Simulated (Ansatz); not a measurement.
Wavefunction ladder for BrGeH3O (`[OH][GeH2][Br]`)

Z-matrix (Å, degrees):
```
Ge
Br 1 2.310
O 1 1.766 2 109.2
H 1 1.526 2 109.0 3 -114.7
H 1 1.535 2 106.2 3 120.1
H 3 0.960 1 113.1 2 59.2
```

The species carries charge 0 and has multiplicity 1. Correlated methods include outer-core shells of Br, Ge, which these sets cover unevenly. Scalar relativity is left out up to krypton. The geometry is a stationary point of PBE0-D4/def2-TZVP. It is one conformer, not always the lowest. Frozen core, restricted reference, Ansatz.

| basis | HF (Eh) | MP2 corr. |
| --- | --- | --- |
| def2-SVP | -4723.81673 | -0.65000 |
| def2-TZVPP | -4724.49963 | -0.77386 |
| def2-QZVPP | -4724.59509 | -1.37539 |

Question: Estimate the CCSD correlation energy and the (T) correction in each basis where they were run (hartree).

Answer: 
| basis | CCSD corr. | (T) |
| --- | --- | --- |
| def2-SVP | -0.65955 | -0.01546 |
| def2-TZVPP | -0.78626 | -0.02736 |
